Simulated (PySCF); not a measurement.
Interval between two levels of Cu by level of theory

Cu [Ar] 3d10 4s1 [2S1/2, M_J = 1/2] → Cu [Ar] 3d9 4s2 [2D5/2, M_J = 5/2], as a difference of total energies. All numbers are calculated (PySCF 2.14, the two-component X2C-1e Hamiltonian, in x2c-TZVPall-2c with one added diffuse shell each of s, p, d type (7s8p5d1f, 63 functions)). Correlated levels: [Ne] frozen; the 6 highest virtual spinors dropped. "Screened" scales the spin-orbit matrix elements by Boettger's factors to mimic the two-electron term; Breit and QED terms are absent.

| method | interval between two levels (cm⁻¹) |
| --- | --- |
| GHF (spin-free) | -634.80 |
| GMP2 (spin-free) | 21327 |
| GHF (screened spin-orbit) | -1496.5 |
| GMP2 (screened spin-orbit) | 20452 |

Errors of the correlated levels include the incompleteness of this basis and the frozen core.

Q: Which method comes closest to the reference value, and which is furthest?

A: The reference is 11203 cm⁻¹ (measured; NIST Handbook of Basic Atomic Spectroscopic Data (Sansonetti and Martin, J. Phys. Chem. Ref. Data 34, 1559 (2005))). Closest: GMP2 (screened spin-orbit) (error 9249.3 cm⁻¹); furthest: GHF (screened spin-orbit) (error -12699 cm⁻¹).
